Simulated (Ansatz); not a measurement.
`[CH3][Ge]([CH3])([Cl])[Cl]` + H₂ → `[CH3][GeH]([CH3])[Cl]` + HCl at 500 K and 1 bar (hydrogenolysis of a Ge–Cl bond).

Calculated with Ansatz (gas phase, PBE0-D4/def2-TZVP geometries, no zero-point term in ΔE). CBS: MP2 limit from def2 TZ/QZ plus the TZ coupled-cluster correction, frozen cores. This one scheme is used for every species. For Ge outer-core shells are correlated without core-valence functions, which leaves a few kJ/mol of doubt a bond. Scalar relativity is left out up to krypton.

```csv
species,CCSD(T)/CBS energy (Eh),H − E (kJ/mol),S (J/(mol·K))
`[CH3][Ge]([CH3])([Cl])[Cl]`,-3075.50426,253.6,451.2
H₂,-1.17544,41.0,145.5
`[CH3][GeH]([CH3])[Cl]`,-2616.27253,264.1,418.0
HCl,-460.38127,32.5,201.9
```

H − E and S are ideal-gas, rigid-rotor, harmonic terms from PBE0-D4/def2-TZVP. For small species the MP2-based limit differs from directly extrapolated CCSD(T) by up to some mEh (0.8 for H₂); such offsets cancel only in part. 1 Eh = 2625.50 kJ/mol, R = 8.31446 J/(mol·K).

By hand: ΔE, ΔH, ΔS and ΔG.

ΔE = (-2616.27253) + (-460.38127) − (-3075.50426) − (-1.17544) = 0.02590 Eh = 68.0 kJ/mol. Δ(H − E) = 264.1 + 32.5 − 253.6 − 41.0 = 2.0, so ΔH = 70.0 kJ/mol. ΔS = 418.0 + 201.9 − 451.2 − 145.5 = 23.2 J/(mol·K). ΔG = 70.0 − 500 × (23.2)/1000 = 58.4 kJ/mol.

By hand: the equilibrium constant, and the temperature at which ΔG would vanish if ΔH and ΔS stayed fixed.

log₁₀ K = −ΔG/(RT ln 10) = -6.1. ΔG = 0 at ΔH/ΔS = 3017 K, far beyond where these terms or the molecules hold.

ΔH outweighs TΔS. A doubt of 5 kJ/mol in ΔE shifts log₁₀ K by 0.5 here. These are equilibria of isolated gas molecules and say nothing of rates. Largest T1 diagnostic: 0.009 (customary marks: 0.02 for closed shells, 0.045 for open ones).
